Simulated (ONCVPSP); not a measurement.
## Scattering properties, ONCV potential for Nd

neodymium (Nd), optimised norm-conserving Vanderbilt (ONCV), made with ONCVPSP 4.0.1 (PBE, fully relativistic). Core [Kr] 4d10, reference 4f4 5s2 5p6 6s1.5 (charge +0.5). Waves: 5s+6s: rc 2.25 bohr, ncon 5, nbas 9, qcut 5.9 1/bohr, 2 projectors; 5p: rc 2.85 bohr, ncon 3, nbas 7, qcut 6.2 1/bohr, 1 projector; d scattering state at 0.34 Ha: rc 2.75 bohr, ncon 4, nbas 7, qcut 3.6 1/bohr, 2 projectors, debl 2.8 Ha; 4f: rc 1.40 bohr, ncon 4, nbas 9, qcut 11.4 1/bohr, 2 projectors, debl 3.9 Ha. Local part: polynomial inside 1.15 bohr (lpopt 5, dvloc0 2 Ha). Core correction: Teter function, fcfact 5.75, rcfact 1.05.

Open shells are filled in proportion to 2j + 1.

In the d channel the program set the typed energies aside and used 0.050, 2.850 Ha (j = l + 1/2; the other j can differ).

The phase is arctan(r·R′/R) of the radial function R(r), unwrapped; energies in Ha, scanned from -3 to 5 Ha. A pole is an energy at which the radial function vanishes at the test radius. The pseudo phase is shifted by a multiple of π to meet the all-electron one at the reference energy, and phase errors are pseudo minus all-electron; the curves can meet again beyond the range given. Levels narrower than the energy grid can be missing from the lists of poles.

```csv
channel,radius (bohr),reference energy (Ha),"poles, all-electron","poles, pseudo",unbroken range about the reference energy with phases within 0.05 rad,phase error 1 Ha above the reference energy (rad)
s,2.28,-0.21,"-1.29, 3.83","-1.29, 3.79",the whole range,-0.001
p3/2,2.90,-0.88,"-0.75, 2.17","-0.75, 0.11, 2.44",below -0.3,-2.476
p1/2,2.90,-0.99,"-0.89, 2.00","-0.89, 0.37, 2.40",below -0.3,-0.555
d5/2,2.80,0.05,"0.40, 3.63","0.40, 3.63",the whole range,+0.000
d3/2,2.80,0.05,"0.37, 3.58","0.37, 3.58",the whole range,+0.001
f7/2,1.42,-0.16,0.56,0.56,the whole range,+0.001
f5/2,1.42,-0.18,0.53,0.53,the whole range,+0.001
```

Note: ghosts flagged at negative energy: s at -81.5 eV; GHOST(+) flagged for p3/2 at 1.57 eV, d3/2 at 298.1 eV. A true bound ghost makes a file unfit for plane-wave use.

Phases in the d5/2 channel:

| E (Ha) | all-electron | pseudo |
| --- | --- | --- |
| -2.98 | 1.390 | 1.390 |
| -2.54 | 1.370 | 1.370 |
| -2.10 | 1.341 | 1.341 |
| -1.66 | 1.297 | 1.297 |
| -1.22 | 1.216 | 1.216 |
| -0.78 | 1.000 | 1.000 |
| -0.34 | -0.258 | -0.258 |
| 0.10 | -1.392 | -1.392 |
| 0.54 | -1.630 | -1.630 |
| 0.98 | -1.819 | -1.819 |
| 1.42 | -2.360 | -2.358 |
| 1.86 | -4.081 | -4.080 |
| 2.30 | -4.480 | -4.480 |
| 2.74 | -4.600 | -4.600 |
| 3.18 | -4.665 | -4.665 |
| 3.62 | -4.711 | -4.711 |
| 4.06 | -4.754 | -4.754 |
| 4.50 | -4.805 | -4.804 |
| 4.94 | -4.889 | -4.884 |
